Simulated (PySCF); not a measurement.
## Simulated absorption spectrum

Ag(PF3)Br (singlet state).
Cartesian coordinates in Å at the PBE0-D3(BJ)/def2-SVP level; atoms count from 1:
```xyz
6
AgBrF3P angstrom
Ag     0.0056   -0.0006   -1.5153
P     -0.0082    0.0126    0.7970
F      0.1154    1.3894    1.5495
F      1.1232   -0.7918    1.5389
F     -1.2672   -0.5688    1.5410
Br     0.0313   -0.0408   -3.9112
```

Method: PySCF 2.14.0, density-fitted response routines, TDDFT CAM-B3LYP/def2-SVPD, vertical, gas phase, core orbitals frozen in the response, def2 core potentials past Kr. Spin–orbit coupling is left out.

Computed states:

```csv
state,E (eV),f
S1,4.79,0.0000
S2,4.83,0.0001
S3,4.83,0.0000
S4,5.18,0.124
S5,5.30,0.0056
S6,5.31,0.0072
S7,5.45,0.073
S8,5.47,0.071
S9,6.57,0.307
```

Broadening: Gaussians 0.5 eV wide at half height, area fixed by f = 4.319×10⁻⁹ ∫ε dν̃. The width is an assumption, not a result. The curve ends short of the highest state used, and states not computed would add to its high-energy end.

Task: What does the envelope look like, and where are its maxima?

Result: 
```tsv
λ (nm)	ε (L mol⁻¹ cm⁻¹)
207.7	749
210.0	1022
212.3	1684
214.6	2727
216.9	4113
219.2	5747
221.5	7477
223.8	9123
226.2	10570
228.5	11569
230.8	12123
233.1	12222
235.4	11895
237.7	11197
240.0	10202
242.3	8999
244.6	7681
247.0	6284
249.3	5010
251.6	3863
253.9	2882
256.2	2082
258.5	1457
260.8	990
263.1	653
265.5	411
267.8	256
270.1	156
272.4	93
274.7	54
277.0	31
279.3	17
281.6	10
283.9	5
286.3	3
288.6	1
290.9	1
293.2	0
295.5	0
297.8	0
300.1	0
302.4	0
304.7	0
307.1	0
```

Maxima: 232 nm (5.33 eV), ε about 12000, made up of S4 (41%), S7 (27%) and S8 (26%) (ε in L mol⁻¹ cm⁻¹; maxima over ε = 5, shares over 10%).

Task: On this curve, what absorbance would a 10⁻⁵ mol/L sample give at 266 nm over a 1 cm path?

Result: 266 nm is 4.661 eV, where ε is about 370 L mol⁻¹ cm⁻¹, so A = ε c l ≈ 0.0037 (Beer–Lambert, with the gas-phase spectrum and the assumed width).

Task: What would ε be at 5.33 eV, the highest of these maxima, with half the width (0.25 eV)?

Result: About 13300 L mol⁻¹ cm⁻¹ against 12200, a factor of about 1.1; a lone state at its own centre would give exactly 2.

Task: Coming from long wavelengths, where does ε first pass 100 L mol⁻¹ cm⁻¹?

Result: At about 272 nm (4.56 eV), 0.23 eV below S1.

All these states lie below the vertical ionisation energy of 9.63 eV (ΔSCF).

Time: 2.3 min. Hardware: one thread of an Arm Neoverse V1, on a shared host.
